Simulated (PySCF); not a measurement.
C3H6N2Si, SMILES C1(C)=NC=N[SiH2]1. Atoms are numbered in the order given.

```xyz
12

C      0.0689    -2.3427     0.0000
C     -0.1246    -0.8701     0.0000
N     -1.3002    -0.3458     0.0000
C     -1.2450     1.0901     0.0000
N     -0.1656     1.7687     0.0000
Si     1.1375     0.5769     0.0000
H      0.6521    -2.6542     0.8823
H     -0.9001    -2.8610     0.0000
H      0.6521    -2.6542    -0.8823
H     -2.2358     1.5709     0.0000
H      1.9862     0.6486    -1.2228
H      1.9862     0.6486     1.2228
```

Geometry: PBE0-D3(BJ)/def2-SVP. The structure was generated by enumeration, and PubChem lists no compound with its InChIKey, so it may never have been made.

Calculation: PySCF with CAM-B3LYP/def2-TZVP.

Symmetry labels are those of the subgroup Cs that the program uses (full group Cs).

Computed valence orbital energies around the gap with their symmetry:
| orbital | symmetry | energy (eV) |
|---|---|---|
| HOMO−7 | A' | -13.47 |
| HOMO−6 | A' | -12.86 |
| HOMO−5 | A" | -12.77 |
| HOMO−4 | A' | -12.00 |
| HOMO−3 | A" | -11.32 |
| HOMO−2 | A" | -9.58 |
| HOMO−1 | A' | -9.30 |
| HOMO | A' | -8.77 |
| LUMO | A" | -0.93 |
| LUMO+1 | A' | 1.11 |
| LUMO+2 | A' | 1.84 |
| LUMO+3 | A" | 2.26 |
